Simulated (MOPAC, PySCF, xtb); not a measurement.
Pair of molecules: HCl (SMILES Cl) (first 2 atoms) with C2H2 (SMILES C#C); geometry from B3LYP-D3(BJ)/def2-TZVP, rigid monomers moved along the line of their centres of mass till H2···C4 is 2.16 Å.
(charge 0, multiplicity 1):
```xyz
6

Cl    -0.1177     0.5380    -0.4665
H     -0.1237     0.3436     0.8106
C     -0.5512    -0.3842     2.7983
C      0.2950     0.4539     2.9254
H     -1.3026    -1.1289     2.6899
H      1.0464     1.1974     3.0421
```

Counterpoise-corrected where a basis set is named; no monomer relaxation. Rows marked so take none.

Rows in 6-31G* carry no dispersion term and start afresh at each structure (6-31G* with six Cartesian d functions). The state that PM3 reach isn't checked.

The values were computed with MOPAC for PM3 (differences of heats of formation); PySCF for 6-31G* rows; xtb for the GFN methods. Each number belongs to the level named beside it.

Problem. One of these levels gives -1.72 kcal/mol for the interaction energy. Which one is it?
A. BP86/6-31G* (no counterpoise)
B. PM3
C. GFN1-xTB
D. GFN2-xTB

Solution. C, GFN1-xTB. The others give -1.25 (PM3), -2.58 (GFN2-xTB), -2.93 (BP86/6-31G* (no counterpoise))
